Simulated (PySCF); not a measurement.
A structure optimised at B3LYP-D3(BJ)/def2-TZVP, used in a PySCF frequency run:

```xyz
4

Bi    -0.1920     0.0321     0.0000
H     -0.3448    -1.2389    -1.2740
H     -0.3448    -1.2389     1.2740
F      1.8475    -0.0206     0.0000
```
Charge 0, spin multiplicity 1.

### Question
Write its SMILES, formula and point group.

### Answer
[F][BiH2], BiFH₂, Cs

### Question
What are its rotational constants (standard atomic weights)?

### Answer
77.625, 6.6580, 6.6551 GHz
